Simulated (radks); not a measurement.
The nitrogen anion N3-, [Ne], held by a Watson sphere: a shell of charge +3 at radius R that stands for the Madelung well of a crystal (potential energy -3/R inside, -3/r outside, in hartree with lengths in bohr). Calculated with a radial shooting solver on a logarithmic mesh with Libxc functionals: scalar-relativistic Kohn-Sham, LDA (Slater exchange, VWN5 correlation), spin-polarised, spherical densities, point nucleus. Response by self-consistent Sternheimer equations with the Hartree and adiabatic LDA kernel, the relativistic mass of each level held fixed and spin-orbit coupling left out. The sphere does not respond.

R (bohr)  e(1s) (eV)  e(2s) (eV)  e(2p) (eV)  <r> 2p (bohr)  sum of <r^2> (bohr^2)  X-ray form factor at sin(theta)/lambda = 0.3 1/angstrom  alpha (bohr^3)
2.37         -375.03     -16.768      -6.436          1.903                  34.13                                                    3.176           31.49
2.64         -375.24     -15.842      -5.715          2.011                  38.04                                                    3.146           42.53
2.82         -375.31     -15.327      -5.294          2.084                  40.77                                                    3.139           51.73
3.01         -375.36     -14.863      -4.898          2.159                  43.77                                                    3.139           63.33
3.11         -375.37     -14.647      -4.708          2.199                  45.40                                                    3.140           70.30
3.52         -375.38     -13.939      -4.042          2.361                  52.50                                                    3.150           106.1
3.71         -375.36     -13.690      -3.788          2.436                  56.02                                                    3.155           127.2
3.8          -375.35     -13.586      -3.677          2.472                  57.75                                                    3.157           138.3
